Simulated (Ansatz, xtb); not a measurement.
Ligand exchange: Cl2 + BH(CH3)I → ICl + BH(CH3)Cl

Species: Cl2 (chlorine), singlet; BH(CH3)I, singlet; ICl, singlet; BH(CH3)Cl, singlet. The partners trade Cl for I: Cl–Cl and B–I bonds give way to Cl–I and B–Cl.

Shapes, held fixed at every level: PBE0-D4/def2-TZVP. Programs: Ansatz 0.2.0, xtb 6.7.1. The zero-point and thermal change to 298 K, harmonic and unscaled (PBE0-D4/def2-TZVP), is +1.3 kJ/mol.

| level | kind | ΔH(298 K) (kJ/mol) | less CCSD(T)/def2-TZVPP |
| --- | --- | --- | --- |
| GFN1-xTB | semi-empirical | -97.3 | +19.6 |
| B3LYP-D4/def2-TZVPP | global hybrid | -123.9 | -7.0 |
| r2SCAN0-D4/def2-TZVPP | global hybrid | -122.6 | -5.7 |
| B2PLYP/def2-TZVPP | double hybrid | -122.7 | -5.8 |
| MP2/def2-SVP | perturbation theory | -131.6 | -14.7 |
| MP2/def2-TZVPP | perturbation theory | -116.7 | +0.2 |
| CCSD/def2-SVP | coupled cluster or CI | -130.4 | -13.5 |
| CCSD(T)/def2-TZVPP | coupled cluster or CI | -116.9 | 0.0 |

The highest level, CCSD(T)/def2-TZVPP, gives ΔH(298 K) = -116.9 kJ/mol; the levels span -131.6 to -97.3. The column of differences is taken from that level and isn't an error. No measured value is set beside it here. For atoms past krypton def2 sets carry core potentials with scalar relativity. Outer-core shells of I are correlated, in sets that cover them unevenly.
